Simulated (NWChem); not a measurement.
# NH4 cation; SMILES [NH4+]

Results from NWChem. Coordinates come from a PBE0-D3(BJ)/def2-TZVP optimisation. Vertical excitations in the gas phase.

**Question.** Estimate the computed values for PBE/def2-SVP, TDA. Quantities: lowest excitation, singlet (eV); oscillator strength of that lowest state; lowest triplet (eV); orbital gap (eV).

**Answer.** 
| Item | Value |
|---|---|
| lowest excitation, singlet (eV) | 14.97 |
| oscillator strength of that lowest state | 0.130 |
| lowest triplet (eV) | 14.03 |
| orbital gap (eV) | 14.58 |
